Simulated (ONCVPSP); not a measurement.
# Before and after: ONCV potential for nickel (Ni)

Ni (Z = 28), optimised norm-conserving Vanderbilt (ONCV), made with ONCVPSP 4.0.1 (PBE, fully relativistic). Core [Ne], reference 3s2 3p6 3d8 4s1 (charge +1). Waves: 3s+4s: rc 1.20 bohr, ncon 3, nbas 8, qcut 11.6 1/bohr, 2 projectors; 3p: rc 1.20 bohr, ncon 4, nbas 7, qcut 13.4 1/bohr, 2 projectors, debl 3.6 Ha; 3d: rc 1.10 bohr, ncon 3, nbas 8, qcut 15.1 1/bohr, 1 projector. Local part: polynomial inside 0.80 bohr (lpopt 3, dvloc0 3 Ha). Core correction: none.

Open shells are filled in proportion to 2j + 1.

Change: d: rc 1.3.

Cutoffs: the cutoffs (Ha) at which the residual kinetic energy of the hardest occupied pseudo-wave falls to 1 and 0.1 mHa per electron; they do not see the model core or the augmentation charge, which bear on the density cutoff. Errors are all-electron minus pseudo energies relative to the spin-unpolarised reference configuration.

Task: What does the change do?

Result: The potential gets softer (82 Ha and 94 Ha → 73 Ha and 83 Ha); of the 4 tests that both files solve, the error grows in 1 and shrinks in 0 by more than 15 % and 0.3 meV (median size 1.1 → 1.6 meV); neither file shows a bound ghost. A larger radius leaves more room for a smooth pseudo-wave, so fewer plane waves are needed.

```csv
quantity,base,changed
"cutoff, loose",82 Ha,73 Ha
"cutoff, tight",94 Ha,83 Ha
loose cutoff by channel,"s 42 Ha, p 46 Ha, d 82 Ha","s 42 Ha, p 46 Ha, d 73 Ha"
bound ghosts,none,none
GHOST(+) flags under 300 eV,none,none
"error for 3s2 3p6 3d8 4s2, meV [ΔE -9.32 eV]",+0.4,+0.6
"error for 3s2 3p6 3d8 4s0, meV [ΔE 17.35 eV]",+1.6,+1.9
"error for 3s2 3p6 3d7 4s0, meV [ΔE 54.82 eV]",-4.5,-4.2
"error for 3s2 3p6 3d8.5 4s1.5, meV [ΔE -10.51 eV]",-0.7,-1.2
s: phases at 1.22 bohr within 0.05 rad from the reference energy up to (Ha; the scan ends near 5),to the end of the scan,to the end of the scan
p3/2: phases at 1.22 bohr within 0.05 rad from the reference energy up to (Ha; the scan ends near 5),to the end of the scan,to the end of the scan
p1/2: phases at 1.22 bohr within 0.05 rad from the reference energy up to (Ha; the scan ends near 5),to the end of the scan,to the end of the scan
```
